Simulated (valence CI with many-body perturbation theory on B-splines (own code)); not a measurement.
Values are calculated unless marked as measured or tabulated.
## Zr24+: what each term of the Hamiltonian does

Method: relativistic CI+MBPT: six valence electrons over a frozen Dirac-Fock core [Ne], a basis of 9 s, 9 p, 8 d, 6 f, 3 g, 1 h functions for each j, with the one-electron correlation potential Σ1, the two-electron term Σ2, the three-electron term Σ3, Breit, model QED; selected CI, second order for the rest, scaled by the run's own slope (own B-spline code, finite nucleus).

No measured levels were compared; by estimate levels of excited configurations hold to 0.05 to 0.15 % of their energy, terms of the ground configuration to about 0.5 %. Among the levels kept, up to 1500 cm⁻¹ of a level comes from second order outside the variational space, and about a tenth of that is noise between levels of different J, which matters for small intervals.

Each rung adds one term. CI alone is the Dirac-Coulomb CI over the frozen core; QED comes last and gives the full result, which names the levels. Energies are above 3s2 3p4 3P_2 on the same rung, in eV.

Names give the largest LS component (configuration and term), which can be under half, so a name can repeat, a term be missing and a line seem to break the LS rules; names also repeat where a configuration has a term twice. Letters in brackets count levels of one name in rising energy.

| Level | CI alone |
| --- | --- |
| 3s2 3p4 3P_0 | 7.55 |
| 3s2 3p4 3P_1 | 17.11 |
| 3s2 3p4 1D_2 | 22.24 |
| 3s2 3p4 1S_0 | 43.39 |
| 3s 3p5 3P°_2 | 85.83 |
| 3s 3p5 3P°_1 | 92.46 |
| 3s2 3p3 3d 5D°_0 | 101.44 |
| 3s2 3p3 3d 5D°_2 [a] | 102.80 |
| 3s2 3p3 3d 5D°_3 | 103.76 |
| 3s2 3p3 3d 5D°_1 | 105.97 |
| 3s 3p5 3P°_0 | 106.21 |
| 3s2 3p3 3d 5D°_4 | 107.05 |
| 3s2 3p3 3d 5D°_2 [b] | 110.17 |
| 3s2 3p3 3d 1P°_1 | 111.80 |
| 3s2 3p3 3d 3G°_3 | 116.47 |
| 3s2 3p3 3d 3D°_1 [a] | 117.87 |

**Question.** What do these energies become with core correlation, Breit and QED?

**Answer.** 3s2 3p4 3P_0 7.51 (-0.033); 3s2 3p4 3P_1 16.94 (-0.170); 3s2 3p4 1D_2 21.97 (-0.268); 3s2 3p4 1S_0 42.95 (-0.448); 3s 3p5 3P°_2 85.41 (-0.416); 3s 3p5 3P°_1 91.98 (-0.476); 3s2 3p3 3d 5D°_0 100.87 (-0.571); 3s2 3p3 3d 5D°_2 [a] 102.10 (-0.697); 3s2 3p3 3d 5D°_3 102.98 (-0.782); 3s2 3p3 3d 5D°_1 105.25 (-0.723); 3s 3p5 3P°_0 105.59 (-0.621); 3s2 3p3 3d 5D°_4 106.15 (-0.905); 3s2 3p3 3d 5D°_2 [b] 109.29 (-0.872); 3s2 3p3 3d 1P°_1 111.04 (-0.753); 3s2 3p3 3d 3G°_3 115.55 (-0.924); 3s2 3p3 3d 3D°_1 [a] 116.95 (-0.921).

**Question.** How does the ionisation energy move along the ladder, and which term matters most?

**Answer.** CI alone 1207.6, + Σ1 1208.4, + Σ2 1208.4, + Σ3 1208.0, + Breit 1207.4, + QED 1207.4 eV. The largest step is Σ1, 0.8 eV. NIST lists 1205.4 ± 1.7 eV (semi-empirical).
